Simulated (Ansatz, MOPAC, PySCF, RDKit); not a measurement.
Dimer: SiH4 (SMILES [SiH4]) (first 5 atoms) with CH2F2 (SMILES FCF); geometry from B3LYP-D3(BJ)/def2-TZVP.
(charge 0, multiplicity 1):
```xyz
10

Si     0.239    -0.047     0.129
H     -1.013     0.279     0.848
H      0.511    -1.497     0.243
H      1.360     0.729     0.701
H      0.071     0.307    -1.300
F      0.354    -0.761     3.353
C     -0.464     0.138     3.972
F      0.120     1.365     3.908
H     -0.566    -0.149     5.019
H     -1.413     0.172     3.434
```

Interaction energies are E(AB) − E(A) − E(B) at the monomers' geometry in the complex; basis-set methods are counterpoise corrected. RDKit's UFF carries no charges.

The state that PM6, PM7 reach isn't checked; PM7 holds dispersion and hydrogen-bond terms.

The values were computed with Ansatz (an electronic-structure program) with Gaussian orbitals; MOPAC for PM6, PM7 (differences of heats of formation); PySCF for the dispersion terms; RDKit for the force fields. Values without a source in brackets are computed.

**Question.** One of these levels gives -0.39 kcal/mol for the interaction energy. Name it.
(A) PM7
(B) PBE-D3(BJ)/def2-TZVPPD
(C) UFF
(D) PM6

**Answer.** A, PM7. The others give -0.81 (UFF), 0.05 (PM6), -1.30 (PBE-D3(BJ)/def2-TZVPPD)
